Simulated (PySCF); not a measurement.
# r²SCAN beside CCSD(T) along the fifth-period p block: bonds to F

r²SCAN and CCSD(T) in PySCF with def2-SVP on every atom (core potentials on In, Sb, Te, I), for the lowest determinant that a PBE0 search found; no spin–orbit coupling.

```tsv
molecule	state (unpaired electrons)	r²SCAN Re (Å)	r²SCAN ωe (cm⁻¹)	r²SCAN De (eV)	CCSD(T) Re (Å)	CCSD(T) ωe (cm⁻¹)	CCSD(T) De (eV)
InF	singlet (closed shell)	1.996	565	5.44	1.996	573	5.02
SbF	triplet (π ↑↑)	1.950	618	3.92	1.956	617	3.29
TeF	doublet (π ↑)	1.947	622	3.32	?	?	?
IF	singlet (closed shell)	1.953	611	2.68	1.961	598	2.25
```

(1) Estimate the CCSD(T) values of TeF by adding the mean shift from r²SCAN to CCSD(T) of the other rows, and compare with the calculation.

(2) What are the mean differences of r²SCAN from CCSD(T) over the whole series?

In a basis of this size CCSD(T) is itself not converged; it tends to give bonds that are too long and too weak.

Correlated steps freeze 5 core orbitals. Correlated levels converge slowly with the basis: in double zeta they bind strong bonds too weakly, by up to about 1 eV, and carry superposition errors of some tenths. These are scalar-relativistic numbers at best; spin–orbit coupling would shift them, the dissociation energy most. Where the molecule has an RHF reference, its open-shell atoms are computed with UHF. States were picked by a PBE0 search and need not be the measured ground states.

Answers

(1) The mean shifts are +0.5 pm, -2 cm⁻¹ and -0.49 eV, which give 1.952 Å, 620 cm⁻¹ and 2.83 eV. CCSD(T)/def2-SVP gives Re = 1.952 Å, ωe = 617 cm⁻¹, De = 2.77 eV.

(2) Re -0.5 pm, ωe +3 cm⁻¹, De +0.51 eV.
